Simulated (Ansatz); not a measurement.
Reaction (formal exchange of groups at the Si–H bond): `FC[SiH2][SiH3]` + `C=CC(C)CC` → `C[SiH]([SiH3])CF` + `C=CCCC`

Program: Ansatz. Geometries: PBE0-D4/def2-TZVP. ΔE: electronic, gas phase. CCSD(T)/CBS adds triple-zeta CCSD(T) − MP2 to the extrapolated MP2 energy (def2 sets, frozen cores). Functionals use def2-TZVPP. One conformer a species, not always the lowest.

| level | ΔE (kcal/mol) |
| --- | --- |
| PBE-D4 | -9.6 |
| ωB97X-V | -8.8 |
| HF/CBS(def2) | -9.5 |
| CCSD/CBS(def2) | -9.0 |

**Question.** What does CCSD(T)/CBS give? (Best estimate.)

**Answer.** Ansatz gave: -8.8 kcal/mol. The listed levels differ from it by -0.8, 0.0, -0.7, -0.2 kcal/mol.

Largest T1 diagnostic among the species: 0.012.

In def2-TZVPP, CCSD(T) changes the Hartree–Fock value by +1.1 kcal/mol (the triples alone add +0.2 kcal/mol) and MP2 by +1.1 kcal/mol. The D4 term adds +0.8 kcal/mol with B3LYP and +0.4 kcal/mol with PBE0; it sums over pairs of atoms, weighted by their polarisabilities, and B3LYP, whose exchange is more repulsive, gets the larger term.

B3LYP here is the variant with VWN-RPA as its local correlation; programs differ in this.
